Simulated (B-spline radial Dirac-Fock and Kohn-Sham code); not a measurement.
Nb⁺ in Watson spheres of different radius

These are calculated numbers from an atomic code on a B-spline grid; the model is ΔSCF Dirac-Fock with Breit, self-energy and vacuum polarisation, finite nucleus, configuration average. The ion, [Kr] 4d4, sits in a hollow sphere of charge Q = -1, a simple model of the Madelung potential. Inside the sphere an electron's potential energy is raised by the constant 14.40·|Q|/R eV, so binding energies fall by about that much as long as the orbitals stay inside.

| radius (Å) | 14.40 |Q|/R (eV) | 1s (eV) | 2s (eV) | 2p1/2 (eV) | 2p3/2 (eV) | 3s (eV) | 3p1/2 (eV) | 3p3/2 (eV) | 3d3/2 (eV) | 3d5/2 (eV) | 4s (eV) | 4p1/2 (eV) | 4p3/2 (eV) | 4d (eV) |
| --- | --- | --- | --- | --- | --- | --- | --- | --- | --- | --- | --- | --- | --- | --- |
| 1.6 | 9.00 | 18990.0 | 2708.0 | 2470.4 | 2376.1 | 475.9 | 385.8 | 370.1 | 211.4 | 208.7 | 67.63 | 40.49 | 38.41 | 4.20 |
| 3 | 4.80 | 18993.4 | 2711.4 | 2473.7 | 2379.5 | 479.3 | 389.2 | 373.5 | 214.8 | 212.1 | 71.10 | 44.00 | 41.92 | 7.67 |

From the smallest to the largest radius 1s moves by +3.4 eV, while the constant potential alone would give +4.2 eV; the difference comes from charge outside the sphere and its screening.
